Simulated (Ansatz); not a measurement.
A run for Ansatz (a program for electronic structure): R-r2SCAN/cc-pVTZ on FGaH2 (SMILES [F][GaH2]), a point of a bond scan (R = 1.770 Å).

Ansatz 0.2 input:
```yaml
crystal:
  periodic: [false, false, false]
  atoms:
    - {symbol: Ga, position_ang: [-0.15314797, -0.29827289, 0.09911006]}
    - {symbol: H, position_ang: [0.62376958, -1.05783376, 1.21321406]}
    - {symbol: H, position_ang: [-1.47626948, -0.60250567, -0.66151679]}
    - {symbol: F, position_ang: [0.62223187, 1.21186655, -0.40267879]}
basis:
  gaussian:
    orbitals: cc-pVTZ
    pivot_positions_ang: [[-0.15314797, -0.29827289, 0.09911006], [0.62376958, -1.05783376, 1.21321406], [-1.47626948, -0.60250567, -0.66151679], [0.62223187, 1.21186655, -0.40267879]]
hamiltonian:
  xc: {name: r2SCAN}
scf: {lower_state_search: off}
output: {orbitals: {seedname: ./end}}
```

The head of its log:

```
WARN ansatz: RAYON_NUM_THREADS=1 ignored (pool sized by the plan → 1); use --threads N
Functional definition: r2SCAN
these checks for a lower state are left out or cut short: stability, starts, cluster_reference, orbital_swaps, neighbouring_geometries, increment
integrals: 0.03 GiB planned
629 factors; their error is unknown
mean field: 0.24 GiB planned
mean field evaluation 1: about -55125.7897 eV, gradient 4.6e1 eV
mean field evaluation 2: about -55101.5967 eV, gradient 1.3e2 eV
```

Task: What total energy does the run end on?

Result: -2025.9442 hartree.
